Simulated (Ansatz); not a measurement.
A nudged elastic band was laid between two geometries of BrH + F2H2SSi (8 atoms, charge 0, multiplicity 1).

These are results of Ansatz 0.2.0, RHF/def2-SVP, not measurements.

- movable images: 5
- climbing image: yes
- spring: 5.0 eV/Å²
- optimiser: quadratic models (default)
- start path: through a guess of the saddle point
- force threshold: 0.03 eV/Å
- iteration limit: 60
- end points: relaxed

First end point:

```xyz
8
Properties=species:S:1:pos:R:3
Si -0.926 -0.749 0.219
S 0.149 0.686 1.354
F 0.083 -1.735 -0.522
F -1.795 -1.684 1.175
H -1.787 -0.074 -0.743
H 1.732 1.765 -1.077
Br 1.686 1.991 -2.468
H 0.858 -0.200 2.063
```

Last end point:

```xyz
8
Properties=species:S:1:pos:R:3
Si -0.734 -0.918 -0.884
S 0.507 1.812 1.680
F -1.411 -2.147 -1.633
F -0.024 -1.520 0.407
H -1.753 0.046 -0.517
H 1.596 2.106 0.968
Br 0.797 -0.069 -2.207
H 1.022 0.690 2.186
```

Q: What changes between the two ends?

A: Bonds broken: Si1–S2, H6–Br7. Bonds formed: Si1–Br7, S2–H6. BrH + F2H2SSi becomes BrF2HSi + H2S.

Q: What energy profile does the band end with?

A: The run converged. The highest image is number 2 of 0 to 6, 39.7 kcal/mol above the first end and 48.9 kcal/mol above the last; the last end lies 9.2 kcal/mol below the first. Neighbouring images differ by up to 1.6 eV, so the band resolves the path poorly. A vibrational analysis at the climbing image gives one clearly imaginary mode, 408i cm⁻¹: a first-order saddle point. The orbitals stay closed-shell, which can raise the energy where a bond breaks towards radicals; this wasn't checked here.

| image | path coordinate (Å) | energy (kcal/mol) | Si1–S2 (Å) | H6–Br7 (Å) | Si1–Br7 (Å) |
| --- | --- | --- | --- | --- | --- |
| 0 | 0.00 | 0.0 | 2.12 | 1.41 | 4.64 |
| 1 | 1.16 | 2.8 | 2.14 | 1.42 | 3.73 |
| 2 | 2.32 | 39.7 | 2.28 | 2.04 | 2.95 |
| 3 | 3.89 | 10.7 | 3.42 | 2.54 | 2.25 |
| 4 | 5.46 | -7.5 | 4.68 | 3.31 | 2.19 |
| 5 | 7.03 | -8.2 | 4.66 | 3.84 | 2.19 |
| 6 | 8.60 | -9.2 | 3.94 | 3.93 | 2.19 |

Q: What is the geometry of the highest image?

A: 
```xyz
8
Properties=species:S:1:pos:R:3
Si -0.717 -0.523 -0.201
S 0.386 0.899 1.193
F 0.286 -1.677 -0.605
F -1.568 -1.224 0.968
H -1.692 0.048 -1.096
H 1.107 1.336 0.047
Br 0.950 1.151 -1.974
H 1.249 -0.009 1.668
```

Time of the run: 2.5 min on 2 threads of Intel(R) Xeon(R) 6975P-C (Granite Rapids), with other jobs on the host, peak memory 0.29 GiB.
